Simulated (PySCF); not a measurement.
## Broadened absorption spectrum of [C5H10NO]+

Compound: C5H10NO (charge +1).
SMILES: `CC(=O)C1C[NH2+]C1`

The calculation used PySCF, TDDFT CAM-B3LYP/def2-SVPD, vertical, gas phase, core orbitals frozen in the response. One conformer (not necessarily the lowest) at the GFN2-xTB geometry, without solvent, vibrations or thermal averaging. Torsions of this conformer, `[CH3:1][C:2](=[O:3])[CH:4]1[CH2:5][NH2+:6][CH2:7]1`: C1–C2–C4–C5 135°.

Computed states:

```
state  E (eV)       f
   S1    4.61  0.0000
   S2    7.52   0.012
   S3    7.98   0.021
   S4    8.17  0.0029
   S5    8.28   0.017
   S6    8.35  0.0003
   S7    8.58   0.086
   S8    8.98  0.0022
```

Each state is given a Gaussian of 0.25 eV full width at half maximum, with ε(max) = 2.175×10⁸ f / Δν̃ (Δν̃ the width in cm⁻¹). The cross-section is σ = 3.8235×10⁻²¹ ε cm², given in Mb (10⁻¹⁸ cm²). The width is an assumption, not a result. The curve ends short of the highest state used, and states not computed would add to its high-energy end.

Question: Give the broadened spectrum and its maxima.

Answer: 
λ (nm), σ (Mb) and a bar:
```
    147.9      10.39 ##############################
    150.6       8.10 #######################
    153.2       7.49 ######################
    155.9       8.77 #########################
    158.5       3.02 #########
    161.1       1.53 ####
    163.8       4.54 #############
    166.4       4.08 ############
    169.0       1.13 ###
    171.7       0.09 
    174.3       0.00 
    176.9       0.00 
    179.6       0.00 
    182.2       0.00 
    184.9       0.00 
    187.5       0.00 
    190.1       0.00 
    192.8       0.00 
    195.4       0.00 
    198.0       0.00 
    200.7       0.00 
    203.3       0.00 
    205.9       0.00 
    208.6       0.00 
    211.2       0.00 
    213.9       0.00 
    216.5       0.00 
    219.1       0.00 
    221.8       0.00 
    224.4       0.00 
    227.0       0.00 
    229.7       0.00 
    232.3       0.00 
    234.9       0.00 
    237.6       0.00 
    240.2       0.00 
    242.8       0.00 
    245.5       0.00 
    248.1       0.00 
    250.8       0.00 
    253.4       0.00 
    256.0       0.00 
    258.7       0.00 
    261.3       0.00 
    263.9       0.00 
    266.6       0.00 
    269.2       0.00 
    271.8       0.00 
    274.5       0.00 
    277.1       0.00 
    279.8       0.00 
    282.4       0.00 
    285.0       0.00 
    287.7       0.00 
    290.3       0.00 
    292.9       0.00
```

Maxima: 165 nm (7.52 eV), ε about 1300, made up of S2 (100%); 155 nm (7.99 eV), ε about 2400, made up of S3 (95%) (ε in L mol⁻¹ cm⁻¹; maxima over ε = 5, shares over 10%). At its high-energy end, 8.38 eV, the curve is still rising (ε about 2700, from S5 and S7).

Question: Coming from long wavelengths, where does ε first pass 100 L mol⁻¹ cm⁻¹?

Answer: At about 170 nm (7.28 eV), 2.67 eV above S1.

Question: What would ε be at 7.99 eV, the highest of these maxima, with half the width (0.125 eV)?

Answer: About 4560 L mol⁻¹ cm⁻¹ against 2420, a factor of about 1.9; a lone state at its own centre would give exactly 2.
